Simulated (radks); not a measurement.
Results of a calculation; reference values are marked as such.
Ionisation of the chromium ion Cr3+, [Ar] 3d3, to [Ar] 3d2 as the strength of local exchange is varied. Code: a radial shooting solver on a logarithmic mesh with Libxc functionals. Model: non-relativistic Kohn-Sham, Slater X-alpha exchange (alpha = 2/3 is LDA exchange), no correlation, spin-polarised, spherical densities, point nucleus; open shells are filled with parallel spins first.

alpha  E(Cr3+) (hartree)  exchange (hartree)  IE (eV)  -e of the level emptied (eV)  <r> of it (bohr)
0.594        -1033.54788           -38.46563   46.559                   37.605 (3d)             1.122
0.667        -1038.28481           -43.36959   48.527                   39.434 (3d)             1.100
0.739        -1042.97577           -48.24385   50.515                   41.290 (3d)             1.079
0.827        -1048.73464           -54.25167   53.010                   43.629 (3d)             1.056
0.93         -1055.51062           -61.35375   56.016                   46.462 (3d)             1.030

NIST Atomic Spectra Database: 49.16 eV (semi-empirical). The Delta-SCF value meets it near alpha = 0.69. Open shells are spherical and high-spin; term and fine-structure splittings are not resolved.
